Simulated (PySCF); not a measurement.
BF3, SMILES F[B-](F)F, charge -1, multiplicity 2. Atoms are numbered in the order given.

```xyz
4

B      0.0000     0.0000    -0.3728
F      1.1574     0.6682     0.0690
F     -1.1574     0.6682     0.0690
F      0.0000    -1.3365     0.0690
```
Charge -1, spin multiplicity 2.

Coordinates come from a B3LYP-D3(BJ)/def2-SVPD optimisation.

Two levels are set side by side: PBE/pcH-1 (PySCF) and B3LYP/pcH-1 (PySCF). Contact hyperfine couplings, same geometry. Differences are taken from unrounded values.

```tsv
quantity	B3LYP	PBE	PBE minus B3LYP
A(iso) of 11B, atom B1 (MHz)	497.3	466.8	-30.5
A(iso) of 19F, atom F2 (MHz)	513.3	497.4	-15.8
A(iso) of 19F, atom F3 (MHz)	513.3	497.4	-15.8
A(iso) of 19F, atom F4 (MHz)	513.3	497.5	-15.8
```

Rough cost on one machine, each run with all the roots and properties that it gave: B3LYP against PBE within a factor of 2.
